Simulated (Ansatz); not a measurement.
`C=C(F)N[SiH3]` → `C[SiH2]/N=C/F`  (isomerisation)

Gas-phase electronic energies from Ansatz, PBE0-D4/def2-TZVP geometries. CCSD(T)/CBS is the MP2 limit (def2-TZVPP, def2-QZVPP) plus CCSD(T) − MP2 in def2-TZVPP, frozen cores. Each species was taken in one conformer, which may not be the lowest.

```csv
species,HF/CBS(def2) energy (Eh)
`C=C(F)N[SiH3]`,-522.18040
`C[SiH2]/N=C/F`,-522.20180
```

Question: Work out ΔE.

Answer: ΔE = (-522.20180) − (-522.18040) = -0.02140 Eh = -56.2 kJ/mol. CCSD(T)/CBS gives -59.0 kJ/mol.

Largest T1 diagnostic among the species: 0.013.

From BLYP to BHLYP (50 % exact exchange), in def2-TZVPP and without D4, ΔE moves by +8.4 kJ/mol. Leaving LDA and LC-ωPBE aside and taking each functional with its dispersion term where it has one, the values, not all of them listed here, spread over 7.6 kJ/mol, from B2PLYP to BHLYP-D4. LDA lies +17.4 kJ/mol from PBE without D4.
